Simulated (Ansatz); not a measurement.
System: MgF₂, charge 0, singlet. MgF2 (SMILES [Mg]([F])[F]).
B3LYP-D3(BJ)/def2-TZVP minimum from Ansatz (a first-principles code):
```xyz
3

Mg     0.0000     0.0000     0.0000
F      0.0000     0.0000     1.7511
F      0.0000     0.0000    -1.7511
```
Charge 0, spin multiplicity 1.

Total energies in hartree (Ansatz). UHF or UKS for unpaired electrons; spin-orbit terms are left out. Correlated methods leave the cores frozen. No relativity. For partners of very few electrons the exact lower level stands in for a higher one.

```csv
species,HF/def2-TZVPP,CCSD(T)/def2-TZVPP,HF/def2-QZVPP,CCSD(T)/def2-QZVPP,CCSDT(Q)/def2-TZVPP
1: MgF2 (SMILES [F][Mg][F]),-398.70656,-399.26601,-398.72791,-399.34202,-399.26678
2: Mg (singlet),-199.60663,-199.63935,-199.61449,-199.64829,-199.63935
3: F (doublet),-99.41180,-99.62506,-99.41589,-99.65118,-99.62536
```

Task: Work out the atomisation energy (electronic, to ground-state atoms) in kJ/mol: take Hartree-Fock from def2-QZVPP, extrapolate the CCSD(T) correlation energy as X^-3 (X = 3, 4), and add CCSDT(Q) - CCSD(T) in def2-TZVPP. 1 hartree = 2625.5 kJ/mol.

Result: 
Species 1: correlation (64·(-0.61411) - 27·(-0.55945))/37 = -0.65400; step -0.00077; E1 = -398.72791 + (-0.65400) + (-0.00077) = -399.38268
Species 2: correlation (64·(-0.03380) - 27·(-0.03272))/37 = -0.03459; step +0.00000; E2 = -199.61449 + (-0.03459) + (+0.00000) = -199.64908
Species 3: correlation (64·(-0.23529) - 27·(-0.21326))/37 = -0.25137; step -0.00030; E3 = -99.41589 + (-0.25137) + (-0.00030) = -99.66756
-1·E1 +1·E2 +2·E3 = 0.39848 hartree = 1046.2 kJ/mol.
